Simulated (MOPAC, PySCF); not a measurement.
HAl, SMILES `[AlH]` (lower singlet), neutral singlet in the gas phase. This singlet lies 1.88 eV below the relaxed triplet at the level composite: frozen-core CCSD(T) with HF/cc-pV5Z and the correlation energy extrapolated as X^-3 from cc-pVQZ and cc-pV5Z, plus full CI minus CCSD(T) in cc-pVDZ // B3LYP-D3(BJ)/def2-TZVP (Ansatz).

Cartesian coordinates (Å):
SMILES: [AlH]
```xyz
2

Al     0.8310     0.0000     0.0000
H     -0.8310     0.0000     0.0000
```
Charge 0, spin multiplicity 1.

All levels are single points at this geometry (B3LYP-D3(BJ)/def2-TZVP); Pople sets use spherical d functions. Orbital energies aren't observables, and empty levels follow the basis.

HF/6-31G* in PySCF gives gap (eV) = 8.63.

Problem. Estimate the gap (eV) from each of these levels: B3LYP-D3(BJ)/def2-TZVP in PySCF; B3LYP/6-311+G** in PySCF; B3LYP/LANL2DZ in PySCF; M06-2X/6-31G* in PySCF; PM6 in MOPAC.

Solution. 
| level | gap (eV) |
|---|---|
| B3LYP-D3(BJ)/def2-TZVP in PySCF | 3.72 |
| B3LYP/6-311+G** in PySCF | 3.67 |
| B3LYP/LANL2DZ in PySCF | 3.56 |
| M06-2X/6-31G* in PySCF | 5.62 |
| PM6 in MOPAC | 9.42 |
